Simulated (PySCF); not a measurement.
Dipole response of C⁺ (carbon, charge +1)

[He] 2s2 2p1, 2P determinant. Calculation: PySCF 2.14, in aug-cc-pVQZ with one added diffuse shell each of s, p, d, f, g type (7s6p5d4f3g, 105 functions); no relativity, point nucleus. Coupled (time-dependent) response in atomic units; α is the mean over directions.

| method | mean α (bohr³) | α xx, yy, zz | C₆ (like pair) | S(−4) |
| --- | --- | --- | --- | --- |
| UHF | 6.307 | 6.384, 6.155, 6.384 | 14.96 | 40.57 |
| PBE | 6.099 | 6.136, 6.025, 6.136 | 14.67 | 28.51 |
| PBE0 | 6.079 | 6.135, 5.969, 6.135 | 14.57 | 28.94 |
| r2SCANh | 6.187 | 6.227, 6.107, 6.227 | 15.30 | 29.91 |
| PW91 | 6.111 | 6.149, 6.037, 6.149 | 14.67 | 28.95 |

S(−4) is the Cauchy moment in α(ω) = α(0) + S(−4) ω² + …

α(iu) at UHF:

```
u (hartree)  α(iu) (bohr³)
          0          6.307
     0.0500          6.210
      0.100          5.958
      0.200          5.230
      0.300          4.441
      0.500          3.126
      0.750          2.082
       1.00          1.465
       1.50         0.8297
       2.00         0.5321
       3.00         0.2731
       5.00         0.1135
```

A single London oscillator, α(iu) = α/(1 + u²/ω²), gives C₆ = (3/4) ω α². Matching the computed C₆ needs ω = 4 × 14.96 / (3 × 6.307²) = 0.501 hartree.

For an ion, C₆ is the dispersion term alone; charge-induced terms of lower order in 1/R come first.

The components differ because the open shell of this determinant is not spherical; for a pure term their mean is the scalar polarisability.
